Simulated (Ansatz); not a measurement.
`BCC(O)=S` and `CBCC(O)=S` differ in one atom or group.

Ansatz, PBE0-D4/def2-TZVP geometries, multiplicity 1. Each molecule was computed in one conformer, which needn't be the lowest.

| property | `BCC(O)=S` |
| --- | --- |
| LUMO energy (PBE0/def2-TZVPP) / eV | -2.15 |
| HOMO–LUMO gap (PBE/def2-TZVPP) / eV | 2.16 |
| size of the dipole moment (PBE/def2-TZVPP) / D | 3.79 |
| HOMO–LUMO gap (B3LYP/def2-TZVPP) / eV | 3.84 |
| HOMO energy (ωB97M-V/def2-TZVPP) / eV | -8.65 |
| HOMO energy (PBE0/def2-TZVPP) / eV | -6.46 |

(1) Give the same properties after the change, and the shifts. (Best estimate.)

Answers

(1) Computed: 
```
                                      property  `CBCC(O)=S`  shift
            LUMO energy (PBE0/def2-TZVPP) / eV        -1.50   0.65
           HOMO–LUMO gap (PBE/def2-TZVPP) / eV         2.65   0.49
size of the dipole moment (PBE/def2-TZVPP) / D         4.60   0.81
         HOMO–LUMO gap (B3LYP/def2-TZVPP) / eV         4.36   0.52
         HOMO energy (ωB97M-V/def2-TZVPP) / eV        -8.52   0.13
            HOMO energy (PBE0/def2-TZVPP) / eV        -6.32   0.14
```

With PBE0 the HOMO rises by 0.14 eV and the LUMO rises by 0.65 eV, so the gap widens by about 0.51 eV. PBE moves the HOMO by 0.17 eV and ωB97M-V by 0.13 eV. Dipoles are sizes alone; their direction can turn.

B3LYP here is the variant with VWN-RPA as its local correlation; programs differ in this.
